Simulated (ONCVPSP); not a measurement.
# Before and after: ONCV potential for Au

gold, optimised norm-conserving Vanderbilt (ONCV), made with ONCVPSP 4.0.1 (BLYP, scalar-relativistic). Core [Kr] 4d10 4f14, reference 5s2 5p6 5d8 (charge +3). Waves: 5s: rc 1.50 bohr, ncon 3, nbas 8, qcut 9.2 1/bohr, 2 projectors, debl 3.5 Ha; 5p: rc 1.60 bohr, ncon 4, nbas 8, qcut 8.2 1/bohr, 2 projectors, debl 0.6 Ha; 5d: rc 1.50 bohr, ncon 4, nbas 8, qcut 7 1/bohr, 1 projector. Local part: polynomial inside 1.10 bohr (lpopt 5, dvloc0 1 Ha). Core correction: none.

In the s channel the program set the typed energies aside and used -5.314, 0.050 Ha. In the p channel the program set the typed energies aside and used -3.511, 0.250 Ha.

Change: d: qcut 5.1.

Cutoffs: the cutoffs (Ha) at which the residual kinetic energy of the hardest occupied pseudo-wave falls to 1 and 0.1 mHa per electron; they do not see the model core or the augmentation charge, which bear on the density cutoff. Errors are all-electron minus pseudo energies relative to the spin-unpolarised reference configuration.

Problem. What does the change do?

Solution. The potential gets harder (29 Ha and 33 Ha → 81 Ha and 103 Ha); the errors of the 4 common tests hardly move; neither file shows a bound ghost.

```csv
quantity,base,changed
"cutoff, loose",29 Ha,81 Ha
"cutoff, tight",33 Ha,103 Ha
loose cutoff by channel,"s 29 Ha, p 18 Ha, d 20 Ha","s 29 Ha, p 18 Ha, d 81 Ha"
bound ghosts,none,none
GHOST(+) flags under 300 eV,s at 157.6 eV,s at 157.6 eV
"error for 5s2 5p6 5d10 6s1, meV [ΔE -64.34 eV]",+33,+29
"error for 5s2 5p6 5d10, meV [ΔE -54.87 eV]",+27,+24
"error for 5s2 5p6 5d9, meV [ΔE -33.76 eV]",+13,+12
"error for 5s2 5p6 5d9 6s1, meV [ΔE -52.34 eV]",+24,+21
s: phases at 1.52 bohr within 0.05 rad from the reference energy up to (Ha; the scan ends near 5),to the end of the scan,to the end of the scan
p: phases at 1.62 bohr within 0.05 rad from the reference energy up to (Ha; the scan ends near 5),to the end of the scan,to the end of the scan
d: phases at 1.52 bohr within 0.05 rad from the reference energy up to (Ha; the scan ends near 5),2.4,3.1
```
